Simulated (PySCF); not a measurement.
A calculated (r2SCAN, PySCF 2.14, aug-cc-pVTZ-DK, scalar relativity by spin-free X2C-1e) atom or ion has these occupied shells.

```
shell  electrons  orbital energy (eV)  rms radius, mean of both spins (bohr)
 1s α          1             -17851.5                                 0.0426
 1s β          1             -17851.5                                 0.0426
 2s α          1              -2496.1                                  0.176
 2s β          1              -2495.9                                  0.176
 2p α          3              -2225.5                                  0.156
 2p β          3              -2225.3                                  0.156
 3s α          1              -423.83                                  0.489
 3s β          1              -423.73                                  0.489
 3p α          3              -334.62                                  0.498
 3p β          3              -334.50                                  0.498
 3d α          5              -188.57                                  0.498
 3d β          5              -188.39                                  0.498
 4s α          1              -67.150                                   1.29
 4s β          1              -66.414                                   1.29
 4p α          3              -44.260                                   1.44
 4p β          3              -43.392                                   1.44
 4d α          1              -14.252                                   2.17
 5s α          1              -12.345                                   3.45
 5p α          1               -8.330                                   4.13
```

(1) Name the element and its charge.

Answers

(1) Zr⁺ (zirconium, charge +1), in [Kr] 4d1 5s1 5p1, one real determinant (an excited configuration).
